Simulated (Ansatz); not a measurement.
Reactions of `CO[SiH2]C[SiH3]`.

Program: Ansatz. Geometries: PBE0-D4/def2-TZVP. ΔE: electronic, gas phase. CCSD(T)/CBS is the MP2 limit (def2-TZVPP, def2-QZVPP) plus CCSD(T) − MP2 in def2-TZVPP, frozen cores. This one scheme is used for every species, atoms too. Functionals use def2-TZVPP. No spin–orbit coupling; open shells (•) take unrestricted orbitals. Spin–orbit coupling would lower the free atoms: a little for C, O, Si. Elements past krypton have def2 core potentials. For Br, I outer-core shells are correlated without core-valence functions, so the limit isn't a true one: a few kJ/mol of doubt a bond, and 10 to 20 or more in all where bonds break to atoms. Scalar relativity is left out up to krypton. One conformer a species, not always the lowest.

```json
{"reaction": "`CO[SiH2]C[SiH3]` + `O[SiH2]O` → `O[SiH2]OC[SiH3]` + `CO[SiH3]`", "ωB97X-V (eV)": "1.31"}
{"reaction": "`CO[SiH2]C[SiH3]` + `CC(=O)O[SiH2]F` → `CO[SiH2]OC(C)=O` + `F[SiH2]C[SiH3]`", "ωB97X-V (eV)": "-0.04"}
{"reaction": "`CO[SiH2]C[SiH3]` + HCl → `[SiH3]C[SiH2]Cl` + CH₃OH", "ωB97X-V (eV)": "-0.06"}
{"reaction": "`CO[SiH2]C[SiH3]` → `C[O]`• + `[SiH2]C[SiH3]`•", "ωB97X-V (eV)": "5.06"}
{"reaction": "`CO[SiH2]C[SiH3]` + `COCI` → `[SiH3]C[SiH2]I` + `COCOC`", "ωB97X-V (eV)": "0.01"}
{"reaction": "`CO[SiH2]C[SiH3]` → `C[SiH](C)O[SiH3]`", "ωB97X-V (eV)": "-2.06"}
{"reaction": "`CO[SiH2]C[SiH3]` + H–F → `F[SiH2]C[SiH3]` + CH₃OH", "ωB97X-V (eV)": "-0.45"}
{"reaction": "`CO[SiH2]C[SiH3]` → 2 C• + 10 H• + O• + 2 Si•", "ωB97X-V (eV)": "54.94"}
{"reaction": "`CO[SiH2]C[SiH3]` + HBr → `[SiH3]C[SiH2]Br` + CH₃OH", "ωB97X-V (eV)": "-0.03"}
{"reaction": "`CO[SiH2]C[SiH3]` → `CC[SiH2]O[SiH3]`", "ωB97X-V (eV)": "-1.44"}
```

(1) Give the CCSD(T)/CBS values in the same order. (An estimate is asked.)

Largest T1 diagnostic: 0.019, for `C[O]`•.

## Answers

(1) Ansatz gave: 1.40, -0.03, -0.06, 5.23, 0.09, -2.14, -0.40, 54.77, -0.06, -1.50 eV.
